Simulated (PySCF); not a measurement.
Chain-length series, n-germane methyl/methyl (end groups after the name). Gas-phase values, no solvent. One relaxed conformer stands for each flexible species; it need not be the lowest. Strings in code marks are SMILES.

The HOMO from two functionals at the same geometries (PBE0-D3(BJ)/def2-SVP), both in PySCF: PBE-D3(BJ)/def2-TZVP and TPSSh-D3(BJ)/def2-TZVP. 

```tsv
species	PBE-D3(BJ)/def2-TZVP (eV)	TPSSh-D3(BJ)/def2-TZVP (eV)
n = 1 (`[CH3][GeH2][CH3]`)	-7.28	-7.84
n = 2 (`[CH3][GeH2][GeH2][CH3]` (C–Ge–Ge–C torsion 179°))	-6.51	-7.04
n = 3 (`[CH3][GeH2][GeH2][GeH2][CH3]` (C–Ge–Ge–Ge torsion 180°, Ge–Ge–Ge–C torsion 180°))	-6.35	-6.84
n = 4 (`[CH3][GeH2][GeH2][GeH2][GeH2][CH3]`)	-6.18	-6.64
n = 5 (`[CH3][GeH2][GeH2][GeH2][GeH2][GeH2][CH3]`)	-6.06	-6.51
n = 6 (`[CH3][GeH2][GeH2][GeH2][GeH2][GeH2][GeH2][CH3]`)	-5.98	-6.42
```

Over these rows, drawn at random from the members with no instability flagged (it was tested for open shells, ions and some series alone), PBE minus TPSSh-D3(BJ): mean +0.49 eV, from +0.43 eV to +0.56 eV.
